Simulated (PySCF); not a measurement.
# Electron correlation in Cl²⁺ (chlorine, charge +2)

[Ne] 3s1 3p4, high-spin 4P determinant (an excited configuration). Computed with PySCF 2.14 in x2c-TZVPPall with one added diffuse shell each of s, p, d type (6s6p4d1f, 51 functions), with scalar relativity by spin-free X2C-1e. Frozen: 1s2; 13 electrons correlated.

MP2 pair energies summed by pair of shells (mhartree):

```csv
pair,energy,share (%)
2p-2p,-99.72,38.4
3p-3p,-88.09,33.9
2p-3p,-27.49,10.6
2s-2p,-19.12,7.4
3s-3p,-10.55,4.1
2s-2s,-4.84,1.9
2p-3s,-4.51,1.7
2s-3p,-4.41,1.7
2s-3s,-0.84,0.3
```

Total MP2 correlation energy: -259.57 mhartree.

Same-spin part -75.28 and opposite-spin part -184.29 mhartree; SCS-MP2 scales them by 1/3 and 6/5 to -246.24 mhartree.

This basis was not built for core-valence correlation, so the inner-shell part is incomplete.
